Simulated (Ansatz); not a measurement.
Two isomers of CH8FNOSi2: A = `CN([SiH2]O)[SiH2]F`, B = `C[SiH](F)N[SiH2]O`.

Program: Ansatz. Geometries: PBE0-D4/def2-TZVP. ΔE: electronic, gas phase. CCSD(T)/CBS is the MP2 limit (def2-TZVPP, def2-QZVPP) plus CCSD(T) − MP2 in def2-TZVPP, frozen cores. Functionals use def2-TZVPP. B3LYP here is the variant with VWN-RPA as its local correlation; programs differ in this. Each species was taken in one conformer, which may not be the lowest.

Which is lower in electronic energy at CCSD(T)/CBS, and by how much? (An estimate is asked.)

The calculation gave: B, by 94.1 kJ/mol.

Give E(B) − E(A) in kJ/mol with B2PLYP, B3LYP, CCSD(T)/def2-TZVPP, r2SCAN-D4, CCSD/def2-TZVPP, PBE0-D4, MP2/def2-TZVPP. (Best estimate.)

Ansatz gave: B2PLYP -92.6, B3LYP -92.3, CCSD(T)/def2-TZVPP -91.2, r2SCAN-D4 -99.5, CCSD/def2-TZVPP -92.0, PBE0-D4 -94.9, MP2/def2-TZVPP -93.5. None reverses the order clearly.

Largest T1 diagnostic: 0.012.
